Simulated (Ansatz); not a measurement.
## Reading a saddle point

A first-order saddle point of GeH₅SBr, singlet, PBE0-D4/def2-TZVP, with one imaginary mode of 247i cm⁻¹:

Ge1  (-0.324, 0.055, -0.915)
Br2  (1.937, 1.221, 0.122)
H3  (0.583, -0.684, -1.894)
H4  (-0.716, 1.515, -1.152)
H5  (-1.685, -0.706, -0.905)
H6  (1.082, -0.220, 1.432)
S7  (-0.043, -1.043, 1.353)
H8  (-0.834, -0.139, 1.957)
(Å)

Program: Ansatz 0.2.0. Basis: def2-TZVPP and def2-QZVPP. Cores are frozen in the correlated methods. Filled d shells of the heavier atoms are correlated. The def2 sets are not built for correlating such inner shells, so the correlated values are less sure here. Extrapolation: Hartree–Fock as exp(−7.88 √X), correlation as X^−2.97.

(1) Which contacts change along the imaginary mode, and what lies on either side? (A judgement: the text doesn't fix the answer.)

(2) Which side is lower, and how far does the saddle lie above each? (An estimate is asked for; the value comes from the calculation.)

T1 diagnostic: at most 0.012.

## Answers

(1) Computed: The step is GeH₃Br ([GeH3][Br]) + H₂S → GeH₄S ([SH][GeH3]) + HBr, with the molecules in contact on both sides. Shortening one way: Ge1–S7, Br2–H6; lengthening the same way: Ge1–Br2, H6–S7.
```tsv
pair	one side (Å)	saddle (Å)	other side (Å)
Ge1–S7	3.91	2.54	2.24
Br2–H6	2.94	2.13	1.45
Ge1–Br2	2.32	2.75	4.25
H6–S7	1.34	1.40	2.29
```

(2) By the calculation: The side with Ge1–Br2, H6–S7 short is lower by 7.53 kcal/mol; the saddle lies 35.90 kcal/mol above it and 28.36 kcal/mol above the other (CCSD(T) at an estimated basis limit (MP2 extrapolated from triple and quadruple zeta, plus CCSD(T) − MP2 in triple zeta); electronic energies).

Exchanges of this kind with a chalcogen hydride build sulfide and selenide films.

Labels in which every atom is bracketed show which atoms are joined, not bond orders.

For scale, one of the runs: CCSD(T)/def2-TZVPP, 208 basis functions (an equivalent command: `ansatz run in.yaml --threads 4`). Hardware: 4 CPU threads, shared host. Wall time 2.1 min; peak host memory 2.8 GiB.
